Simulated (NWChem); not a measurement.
System: C2H6ClNSi; SMILES C=C[SiH](N)Cl

Input file for NWChem:

```
start job
memory heap 200 mb stack 900 mb global 1100 mb
geometry units angstroms noautoz
  Si     0.548581     0.142290     0.419542
  N      1.947583     0.579972    -0.482164
  Cl    -1.188856     1.241137    -0.051669
  C      0.181782    -1.659165     0.125961
  C     -0.998656    -2.167420    -0.248502
  H      0.835559     0.480681     1.831735
  H      2.402482     1.466682    -0.295829
  H      2.002320     0.347632    -1.467657
  H      1.014438    -2.348119     0.285428
  H     -1.866613    -1.535913    -0.424207
  H     -1.146322    -3.236155    -0.396758
end
basis spherical
  Si library def2-svp
  N library def2-svp
  Cl library def2-svp
  C library def2-svp
  H library def2-svp
end
dft
  xc m06-2x
  iterations 150
  mulliken
end
task dft energy
```

Output (shortened):

```
             Northwest Computational Chemistry Package (NWChem) 7.3.0
             --------------------------------------------------------

 C1  symmetry detected

                             Geometry "geometry" -> ""
                             -------------------------

 Output coordinates in angstroms (scale by  1.889725989 to convert to a.u.)

  No.       Tag          Charge          X              Y              Z
 ---- ---------------- ---------- -------------- -------------- --------------
    1 Si                  14.0000     0.56198921     0.11582490     0.41965301
    2 N                    7.0000     2.00122721     0.44932601    -0.46307958
    3 Cl                  17.0000    -1.08656633     1.33219267    -0.08125211
    4 C                    6.0000     0.07316863    -1.65667505     0.12764312
    5 C                    6.0000    -1.13470199    -2.08220829    -0.26216400
    6 H                    1.0000     0.85180342     0.44000393     1.83459810
    7 H                    1.0000     2.51487272     1.30263336    -0.27349232
    8 H                    1.0000     2.05359073     0.20890509    -1.44676159
    9 H                    1.0000     0.85272071    -2.40186706     0.30197261
   10 H                    1.0000    -1.95328599    -1.39190828    -0.45302735
   11 H                    1.0000    -1.35531331    -3.13857315    -0.40846343

 Effective nuclear repulsion energy (a.u.)     274.9450061205

                                 NWChem DFT Module
                                 -----------------

 Summary of "ao basis" -> "ao basis" (spherical)
 ------------------------------------------------------------------------------
       Tag                 Description            Shells   Functions and Types
 ---------------- ------------------------------  ------  ---------------------
 Si                         def2-svp                 8       18   4s3p1d
 N                          def2-svp                 6       14   3s2p1d
 Cl                         def2-svp                 8       18   4s3p1d
 C                          def2-svp                 6       14   3s2p1d
 H                          def2-svp                 3        5   2s1p

            General Information
            -------------------
          SCF calculation type: DFT
          Wavefunction type:  closed shell.
          No. of atoms     :    11
          No. of electrons :    56
           Alpha electrons :    28
            Beta electrons :    28
          Charge           :     0
          Spin multiplicity:     1
          Use of symmetry is: off; symmetry adaption is: off
          Maximum number of iterations: 150
          AO basis - number of functions:   108
                     number of shells:    52
          Convergence on energy requested:  1.00D-06
          Convergence on density requested:  1.00D-05
          Convergence on gradient requested:  5.00D-04

              XC Information
              --------------
                       M06-2X Method XC Functional
                     Hartree-Fock (Exact) Exchange  0.540
                        M06-2X Exchange Functional  1.000
                      M06-2X Correlation Potential  1.000

             Grid Information
             ----------------
          Grid used for XC integration:  medium
          Radial quadrature: Mura-Knowles
          Angular quadrature: Lebedev.
          Tag              B.-S. Rad. Rad. Pts. Rad. Cut. Ang. Pts.
          ---              ---------- --------- --------- ---------
          Si                  1.10       88          11.0       590
          N                   0.65       49          12.0       434
          Cl                  1.00       88          11.0       590
          C                   0.70       49          12.0       434
          H                   0.35       45          13.0       434
          Grid pruning is: on
          Number of quadrature shells:   593
          Spatial weights used:  Erf1

      Superposition of Atomic Density Guess
      -------------------------------------

 Sum of atomic energies:        -880.55154023

      Non-variational initial energy
      ------------------------------

 Total energy =    -882.885159
 1-e energy   =   -1759.789164
 2-e energy   =     601.958998
 HOMO         =      -0.344797
 LUMO         =      -0.025179

     ---------------------------------------------
      Total Density - Mulliken Population Analysis
     ---------------------------------------------

    Atom       Charge   Shell Charges
 -----------   ------   -------------------------------------------------------
    1 Si  14    12.98   2.00  1.99  0.94  0.14  5.93  0.97  0.74  0.26
    2 N    7     7.75   1.99  1.03  0.44  2.59  1.69  0.01
    3 Cl  17    17.45   2.00  1.99  1.22  0.72  5.94  2.17  3.39  0.01
    4 C    6     6.42   1.99  0.99  0.31  2.00  1.10  0.02
    5 C    6     6.11   1.99  0.96  0.27  1.93  0.93  0.03
    6 H    1     1.09   0.71  0.37  0.01
    7 H    1     0.75   0.59  0.12  0.05
    8 H    1     0.75   0.59  0.12  0.04
    9 H    1     0.88   0.66  0.19  0.03
   10 H    1     0.91   0.67  0.21  0.03
   11 H    1     0.90   0.67  0.20  0.02

   convergence    iter        energy       DeltaE   RMS-Dens  Diis-err
 ---------------- ----- ----------------- --------- --------- ---------
 d= 0,ls=0.0,diis     1   -883.8465061136 -1.16D+03  7.22D-03  3.89D-01
 d= 0,ls=0.0,diis     2   -883.8770384088 -3.05D-02  3.16D-03  1.88D-01
 d= 0,ls=0.0,diis     3   -883.8974629438 -2.04D-02  7.35D-04  1.44D-02
 d= 0,ls=0.0,diis     4   -883.8989699959 -1.51D-03  2.53D-04  9.24D-04
 d= 0,ls=0.0,diis     5   -883.8990884523 -1.18D-04  5.39D-05  2.74D-05
  Resetting Diis
 d= 0,ls=0.0,diis     6   -883.8990923851 -3.93D-06  1.37D-05  2.20D-06
 d= 0,ls=0.0,diis     7   -883.8990925835 -1.98D-07  1.22D-05  8.32D-07
 d= 0,ls=0.0,diis     8   -883.8990925017  8.18D-08  6.93D-06  1.48D-06

         Total DFT energy =     -883.899092501725
      One electron energy =    -1764.292268986330
           Coulomb energy =      674.564837220428
    Exchange-Corr. energy =      -69.116666856302
 Nuclear repulsion energy =      274.945006120479

 Numeric. integr. density =       55.999992960511

                       DFT Final Molecular Orbital Analysis
                       ------------------------------------

 Vector   26  Occ=2.000000D+00  E=-3.572251D-01
              MO Center= -5.6D-01,  4.9D-01,  1.5D-01, r^2= 3.6D+00
   Bfn.  Coefficient  Atom+Function         Bfn.  Coefficient  Atom+Function
  ----- ------------  ---------------      ----- ------------  ---------------
    45      0.383429   3 Cl pz               44      0.343308   3 Cl py
    42      0.276036   3 Cl pz               41      0.244664   3 Cl py
    55      0.228568   4 C  py               53      0.188341   4 C  s
    79     -0.180040   6 H  s                39      0.159297   3 Cl pz
    80     -0.149010   6 H  s                58      0.145547   4 C  py

 Vector   27  Occ=2.000000D+00  E=-3.432112D-01
              MO Center= -2.0D-01, -1.5D+00, -5.3D-03, r^2= 2.9D+00
   Bfn.  Coefficient  Atom+Function         Bfn.  Coefficient  Atom+Function
  ----- ------------  ---------------      ----- ------------  ---------------
    56      0.361323   4 C  pz               70      0.344005   5 C  pz
    59      0.260305   4 C  pz               73      0.233188   5 C  pz
    22      0.159467   2 N  px               25     -0.131988   2 N  px
    68     -0.113792   5 C  px               79     -0.109245   6 H  s
    80     -0.094080   6 H  s                54     -0.091983   4 C  px

 Vector   28  Occ=2.000000D+00  E=-3.338170D-01
              MO Center=  1.2D+00,  3.7D-01, -2.8D-01, r^2= 3.5D+00
   Bfn.  Coefficient  Atom+Function         Bfn.  Coefficient  Atom+Function
  ----- ------------  ---------------      ----- ------------  ---------------
    23     -0.324807   2 N  py               22      0.305780   2 N  px
    43     -0.305012   3 Cl px               26      0.272417   2 N  py
    25     -0.265260   2 N  px               40     -0.209693   3 Cl px
    24      0.178758   2 N  pz               27     -0.140375   2 N  pz
    37     -0.121179   3 Cl px               70     -0.119995   5 C  pz

 Vector   29  Occ=0.000000D+00  E= 1.392403D-02
              MO Center= -3.1D-01, -1.4D+00, -4.8D-02, r^2= 3.6D+00
   Bfn.  Coefficient  Atom+Function         Bfn.  Coefficient  Atom+Function
  ----- ------------  ---------------      ----- ------------  ---------------
    73      0.565616   5 C  pz               59     -0.467297   4 C  pz
    21     -0.394640   2 N  s                70      0.382642   5 C  pz
    13     -0.304699   1 Si pz               56     -0.291356   4 C  pz
    80      0.267423   6 H  s                85      0.194455   7 H  s
    12      0.178249   1 Si py               71     -0.161361   5 C  px

 Vector   30  Occ=0.000000D+00  E= 9.187060D-02
              MO Center=  1.4D+00,  3.3D-01, -2.3D-01, r^2= 5.8D+00
   Bfn.  Coefficient  Atom+Function         Bfn.  Coefficient  Atom+Function
  ----- ------------  ---------------      ----- ------------  ---------------
    21      1.445070   2 N  s                11     -0.847605   1 Si px
    90     -0.711797   8 H  s                85     -0.688162   7 H  s
    67     -0.344536   5 C  s                 4     -0.291393   1 Si s
    59     -0.273772   4 C  pz               36     -0.254773   3 Cl s
    44      0.224505   3 Cl py              105      0.210642  11 H  s

[...]
```

Level: M06-2X/def2-SVP. All runs use the structure optimised with B3LYP/6-31G* (spherical d).
